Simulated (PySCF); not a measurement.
AlH6NO2Si, SMILES N[SiH2][Al]([OH])[OH].

Geometry optimised at B3LYP-D3(BJ)/def2-SVP. The structure was generated by enumeration; whether it is a known compound was not checked. The values are those of a single conformer.

Computed with PySCF 2.14.0 with IEF-PCM-M06-2X/def2-SVP.

The values are the electrostatic part of the solvation free energy, E(continuum) − E(gas) at the gas-phase geometry, in a cavity of scaled van der Waals radii (PySCF's table); cavitation and dispersion terms are not included. A continuum can't describe solvent molecules that bind to the metal. In vacuum the orbital gap is 8.65 eV. The dipole moment in vacuum is 2.53 D.

### Question
Estimate the values in water (ε = 78.36), acetonitrile (ε = 35.69), ethylethanoate (ε = 5.99). (The exact figures need the calculation; the answer reports its results.)

### Answer

```json
[
 {"solvent": "water", "ε": "78.36", "ΔG(elec) (kcal/mol)": "-10.3", "dipole (D)": "3.15", "gap (eV)": "8.90"},
 {"solvent": "acetonitrile", "ε": "35.69", "ΔG(elec) (kcal/mol)": "-10.1", "dipole (D)": "3.13", "gap (eV)": "8.90"},
 {"solvent": "ethylethanoate", "ε": "5.99", "ΔG(elec) (kcal/mol)": "-7.9", "dipole (D)": "3.00", "gap (eV)": "8.84"}
]
```
